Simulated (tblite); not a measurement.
Species: C₇H₁₃PSe.
Atom-mapped SMILES: `[CH2:1]=[CH:2][C@@H:3]1[CH2:4][CH2:5][C@@H:6]([CH3:7])[P@H:8]1=[Se:9]` (hydrogens: H10, H11 on C1; H12 on C2; H13 on C3; H14, H15 on C4; H16, H17 on C5; H18 on C6; H19, H20, H21 on C7; H22 on P8)

Computed with GFN2-xTB (tblite), gas phase: L-BFGS steps from a force-field or distance-geometry start until the largest atomic force falls under 0.01 eV/Å.

Step 78: E = -743.5775 eV
```
atom  x, y, z in Å  |  force x, y, z in eV/Å
C1      3.3241    1.3516   -0.1271   -0.008   0.006   0.012
C2      2.1036    1.1701   -0.5977    0.023   0.002  -0.001
C3      1.1057    0.2452    0.0053   -0.009  -0.020   0.008
C4      0.5420   -0.8002   -0.9629   -0.015  -0.012   0.004
C5     -0.7773   -1.2860   -0.3715    0.013  -0.008  -0.011
C6     -1.6333   -0.0485   -0.0972   -0.014  -0.012   0.013
C7     -2.8009   -0.3133    0.8364   -0.009  -0.010   0.019
P8     -0.3977    1.1506    0.6286   -0.017   0.014   0.021
Se9    -0.4655    1.5851    2.6580    0.005  -0.008  -0.037
H10     4.0145    2.0372   -0.5864    0.011  -0.005   0.000
H11     3.6754    0.8216    0.7424    0.014   0.024   0.017
H12     1.7686    1.7054   -1.4777   -0.016   0.012  -0.017
H13     1.5336   -0.2481    0.8873    0.023  -0.008  -0.001
H14     0.3598   -0.3433   -1.9383    0.015   0.008  -0.012
H15     1.2534   -1.6163   -1.0945   -0.014  -0.010  -0.011
H16    -1.2932   -1.9764   -1.0400    0.023  -0.013  -0.005
H17    -0.5824   -1.7987    0.5746   -0.005  -0.025  -0.019
H18    -1.9910    0.3726   -1.0440   -0.016   0.014   0.004
H19    -3.4974   -1.0218    0.3887    0.019   0.047   0.019
H20    -3.3283    0.6123    1.0616   -0.021  -0.023  -0.021
H21    -2.4377   -0.7295    1.7752   -0.011   0.028   0.013
H22    -0.4862    2.2614   -0.2217    0.006  -0.002   0.006
```

Step 79: E = -743.5779 eV
```
atom  x, y, z in Å  |  force x, y, z in eV/Å
C1      3.3245    1.3535   -0.1235   -0.009   0.006  -0.003
C2      2.1065    1.1683   -0.5987   -0.009  -0.008   0.001
C3      1.1066    0.2448    0.0036   -0.015  -0.036   0.008
C4      0.5407   -0.7997   -0.9645   -0.011  -0.013  -0.009
C5     -0.7777   -1.2863   -0.3722    0.007  -0.002  -0.007
C6     -1.6331   -0.0489   -0.0967   -0.016  -0.005   0.008
C7     -2.8009   -0.3133    0.8369   -0.003   0.003   0.020
P8     -0.3963    1.1500    0.6292   -0.026   0.001   0.009
Se9    -0.4647    1.5826    2.6584    0.008  -0.005  -0.026
H10     4.0132    2.0394   -0.5847    0.026  -0.003   0.006
H11     3.6752    0.8261    0.7479    0.010   0.030   0.016
H12     1.7729    1.6995   -1.4820   -0.007   0.015  -0.010
H13     1.5328   -0.2514    0.8842    0.032  -0.005   0.012
H14     0.3559   -0.3411   -1.9381    0.018   0.009  -0.025
H15     1.2522   -1.6156   -1.0991   -0.018  -0.005  -0.009
H16    -1.2956   -1.9770   -1.0391    0.032  -0.009  -0.009
H17    -0.5819   -1.7984    0.5733   -0.001  -0.036  -0.003
H18    -1.9907    0.3728   -1.0432   -0.016   0.014   0.004
H19    -3.4954   -1.0261    0.3931    0.030   0.039   0.020
H20    -3.3323    0.6113    1.0556   -0.021  -0.014  -0.016
H21    -2.4357   -0.7207    1.7788   -0.019   0.018   0.011
H22    -0.4865    2.2611   -0.2198    0.008   0.005   0.001
```

Step 80: E = -743.5784 eV
```
atom  x, y, z in Å  |  force x, y, z in eV/Å
C1      3.3249    1.3556   -0.1197   -0.012   0.004  -0.016
C2      2.1094    1.1662   -0.5999   -0.036  -0.014   0.005
C3      1.1074    0.2437    0.0019   -0.014  -0.039   0.005
C4      0.5392   -0.7995   -0.9664   -0.007  -0.008  -0.019
C5     -0.7781   -1.2865   -0.3729   -0.004   0.001   0.001
C6     -1.6334   -0.0491   -0.0959   -0.011   0.002   0.001
C7     -2.8012   -0.3137    0.8376    0.008   0.020   0.016
P8     -0.3951    1.1493    0.6299   -0.023  -0.015  -0.010
Se9    -0.4632    1.5811    2.6584    0.009  -0.002  -0.007
H10     4.0123    2.0415   -0.5827    0.034  -0.002   0.012
H11     3.6754    0.8318    0.7540    0.000   0.035   0.009
H12     1.7775    1.6936   -1.4867    0.004   0.010   0.007
H13     1.5328   -0.2551    0.8814    0.035   0.000   0.018
H14     0.3523   -0.3387   -1.9387    0.019   0.009  -0.029
H15     1.2504   -1.6151   -1.1048   -0.021  -0.002  -0.006
H16    -1.2976   -1.9780   -1.0379    0.037  -0.003  -0.015
H17    -0.5814   -1.7984    0.5723    0.002  -0.039   0.006
H18    -1.9905    0.3743   -1.0421   -0.016   0.008   0.006
H19    -3.4932   -1.0302    0.3973    0.032   0.017   0.017
H20    -3.3377    0.6093    1.0493   -0.019   0.003  -0.009
H21    -2.4346   -0.7120    1.7826   -0.025   0.007   0.012
H22    -0.4860    2.2607   -0.2178    0.008   0.010  -0.005
```

Step 81: E = -743.5790 eV
```
atom  x, y, z in Å  |  force x, y, z in eV/Å
C1      3.3251    1.3581   -0.1168   -0.007   0.004  -0.024
C2      2.1117    1.1634   -0.6005   -0.059  -0.018   0.005
C3      1.1081    0.2415    0.0013   -0.006  -0.030   0.002
C4      0.5378   -0.7996   -0.9682    0.000   0.003  -0.022
C5     -0.7791   -1.2863   -0.3745   -0.016   0.005   0.010
C6     -1.6339   -0.0488   -0.0950   -0.004   0.007  -0.008
C7     -2.8012   -0.3139    0.8389    0.014   0.035   0.009
P8     -0.3943    1.1484    0.6311   -0.008  -0.030  -0.031
Se9    -0.4622    1.5808    2.6585    0.010   0.001   0.014
H10     4.0113    2.0439   -0.5820    0.034  -0.004   0.017
H11     3.6766    0.8391    0.7598   -0.012   0.038   0.003
H12     1.7816    1.6869   -1.4910    0.011   0.002   0.025
H13     1.5337   -0.2592    0.8797    0.031   0.004   0.018
H14     0.3505   -0.3366   -1.9393    0.016   0.009  -0.031
H15     1.2479   -1.6155   -1.1095   -0.017  -0.006  -0.002
H16    -1.2992   -1.9776   -1.0387    0.030  -0.003  -0.028
H17    -0.5825   -1.7998    0.5696    0.007  -0.039   0.018
H18    -1.9909    0.3775   -1.0401   -0.016  -0.001   0.008
H19    -3.4893   -1.0356    0.4023    0.029  -0.010   0.012
H20    -3.3450    0.6062    1.0421   -0.014   0.023   0.001
H21    -2.4329   -0.7023    1.7872   -0.030  -0.002   0.013
H22    -0.4841    2.2603   -0.2157    0.008   0.011  -0.009
```

Question: Estimate the geometry and energy of step 82. (The exact step hangs on the optimiser's Hessian estimate; all steps are aligned on step 81, rigid shifts and turns removed.)

Answer: E = -743.5797 eV, largest force 0.057 eV/Å
```
atom  x, y, z in Å  |  force x, y, z in eV/Å
C1      3.3247    1.3614   -0.1132   -0.009  -0.001  -0.026
C2      2.1137    1.1594   -0.6007   -0.053  -0.013   0.005
C3      1.1088    0.2377    0.0006    0.008  -0.009  -0.001
C4      0.5356   -0.7998   -0.9710    0.005   0.015  -0.019
C5     -0.7807   -1.2860   -0.3763   -0.024   0.001   0.016
C6     -1.6346   -0.0480   -0.0943    0.005   0.007  -0.013
C7     -2.8007   -0.3133    0.8407    0.013   0.043   0.003
P8     -0.3932    1.1470    0.6321    0.014  -0.036  -0.042
Se9    -0.4610    1.5796    2.6589    0.011   0.002   0.027
H10     4.0102    2.0472   -0.5804    0.023  -0.009   0.019
H11     3.6779    0.8495    0.7674   -0.030   0.039  -0.007
H12     1.7867    1.6775   -1.4963    0.012  -0.006   0.041
H13     1.5352   -0.2647    0.8780    0.021   0.007   0.012
H14     0.3482   -0.3332   -1.9407    0.013   0.004  -0.022
H15     1.2440   -1.6162   -1.1159   -0.011  -0.012  -0.001
H16    -1.3007   -1.9772   -1.0403    0.018   0.000  -0.037
H17    -0.5839   -1.8018    0.5667    0.010  -0.027   0.017
H18    -1.9921    0.3811   -1.0382   -0.016  -0.012   0.009
H19    -3.4827   -1.0428    0.4094    0.021  -0.041   0.005
H20    -3.3545    0.6028    1.0328   -0.005   0.042   0.013
H21    -2.4306   -0.6895    1.7932   -0.033  -0.005   0.014
H22    -0.4807    2.2601   -0.2134    0.007   0.008  -0.012
```

The energy changes by -0.0007 eV. The first-order estimate −F·Δx gives -0.0009 eV and the mean of the old and new forces, exact on a quadratic surface, -0.0007 eV. The step makes an angle of 79° with the force vector and moves no atom by more than 0.014 Å.

What follows is the cost of the whole relaxation. Hardware: one thread, Arm Neoverse N1 (aarch64) (shared host). Cost: 2.2 s of wall time.
